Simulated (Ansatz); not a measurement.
Basis-set series for C4H11GaSi, SMILES `C=[C]([GaH2])C[SiH2]C`. Total charge 0; spin multiplicity 1. The geometry is a stationary point of PBE0-D4/def2-TZVP. It is one conformer, not always the lowest.

Cartesian coordinates in Å:
```
C 1.895 0.241 0.827
C 0.970 0.784 0.027
Ga 0.274 2.547 0.538
C 0.451 0.081 -1.186
Si -1.252 -0.630 -0.793
C -1.134 -2.020 0.449
H 2.361 -0.720 0.605
H 2.230 0.736 1.734
H -0.609 3.381 -0.459
H 0.679 3.111 1.947
H 0.334 0.766 -2.031
H 1.114 -0.733 -1.506
H -2.077 0.482 -0.229
H -1.915 -1.103 -2.041
H -0.577 -2.863 0.034
H -2.126 -2.377 0.732
H -0.619 -1.683 1.352
```

```
functional       basis  functions  energy (Eh)  HOMO (eV)  LUMO (eV)
   PBE0-D4    def2-SVP        161  -2372.34468      -7.25      -1.58
   PBE0-D4  def2-QZVPP        717  -2372.92801      -7.27      -1.66
   ωB97M-V    def2-SVP        161  -2372.67489      -9.38       0.19
   ωB97M-V  def2-QZVPP        717  -2373.26706      -9.42       0.00
```

**Question.** Give the rows for def2-TZVPP. (An estimate is asked.)

**Answer.** The calculation gave: 
```csv
functional,basis,functions,energy (Eh),HOMO (eV),LUMO (eV)
PBE0-D4,def2-TZVPP,368,-2372.86545,-7.26,-1.63
ωB97M-V,def2-TZVPP,368,-2373.20677,-9.42,0.11
```

Positive LUMOs are unbound and depend on the basis. Scalar relativity is left out up to krypton.

All numbers were calculated with Ansatz.
